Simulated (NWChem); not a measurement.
C3H2BrCl; SMILES ClC=C=CBr

```xyz
7

Cl     0.4620    -3.1613    -0.1237
C     -0.5861    -1.9344     0.5437
C     -0.7210    -0.7312     0.0239
C     -0.8623     0.4729    -0.4789
Br     0.2259     1.9549     0.0391
H     -1.1299    -2.2673     1.4435
H     -1.6122     0.7419    -1.2399
```
Atoms are numbered in this order, from 1.

Geometry: optimised at PBE-D3(BJ)/def2-SVP.

Q: List the 6 lowest vertical singlet excitations from PBE/def2-SVP, TDA (NWChem).

A: 
```csv
state,energy (eV),oscillator strength,leading excitation (squared amplitude)
S1,4.41,0.000,HOMO → LUMO (0.97)
S2,4.70,0.000,HOMO−1 → LUMO+1 (0.97)
S3,5.01,0.003,HOMO−1 → LUMO (0.37)
S4,5.11,0.001,HOMO−2 → LUMO (0.75)
S5,5.16,0.000,HOMO−2 → LUMO+1 (0.98)
S6,5.45,0.001,HOMO−3 → LUMO (0.99)
```
